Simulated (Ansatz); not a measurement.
A run for Ansatz (a quantum-chemistry and plane-wave program): R-wB97X-V/def2-TZVPPD on C2H4O3 (a complex). Files ending in .json are basis or fitting sets from the Basis Set Exchange.

Ansatz 0.2 input:
```yaml
crystal:
  periodic: [false, false, false]
  atoms:
    - {symbol: O, position_ang: [0.09206067, -1.04048031, -0.02434827]}
    - {symbol: C, position_ang: [-0.03155531, 0.03655820, 0.38639047]}
    - {symbol: O, position_ang: [-0.15904639, 1.13147955, 0.74846678]}
    - {symbol: C, position_ang: [-0.09153591, 0.14581880, 4.04513600]}
    - {symbol: O, position_ang: [0.12911533, -0.77205980, 2.98052118]}
    - {symbol: H, position_ang: [-1.03466441, -0.05043626, 4.56530851]}
    - {symbol: H, position_ang: [-0.14253080, 1.13539493, 3.59503616]}
    - {symbol: H, position_ang: [0.72749095, 0.13267799, 4.77146490]}
    - {symbol: H, position_ang: [0.16844426, -1.66660933, 3.33187375]}
basis:
  gaussian:
    orbitals: def2-TZVPPD.json
hamiltonian:
  xc: {name: wB97X-V}
scf: {lower_state_search: off}
```

The log:

```
WARN ansatz: RAYON_NUM_THREADS=1 ignored (pool sized by the plan → 1); use --threads N
Functional definition: wB97X-V
these checks for a lower state are left out or cut short: stability, starts, cluster_reference, orbital_swaps, neighbouring_geometries, increment
integrals: 0.22 GiB planned
1136 factors; their error is unknown
integrals: 0.26 GiB planned
354 factors; integrals over basis functions are off by at most 2.9e-5 eV
mean field: 1.85 GiB planned
mean field evaluation 1: about -8275.8326 eV, gradient 6.0e1 eV
mean field evaluation 2: about -8275.3095 eV, gradient 6.6e1 eV
mean field evaluation 4: about -8281.6397 eV, gradient 1.7e0 eV
mean field evaluation 8: about -8281.6560 eV, gradient 4.4e-2 eV
mean field evaluation 16: about -8281.6589 eV, gradient 3.5e-5 eV
mean field -8281.65893975 eV, -304.3453525257 hartree, gradient 1.4e-6 eV, S^2 0.000000; 0 other end points of the search recorded, 0 dependent functions left out
reference -8281.65893694 eV, -304.3453524226 hartree; 20, 20 occupied and 242, 242 virtual orbitals, 1136 factors
Total energy: -8281.65893694 eV, -304.3453524226 hartree
Checks for a lower state left out: stability, starts, cluster_reference, orbital_swaps, neighbouring_geometries, increment
```

The run converged.

Cost: very roughly 13 core-seconds.
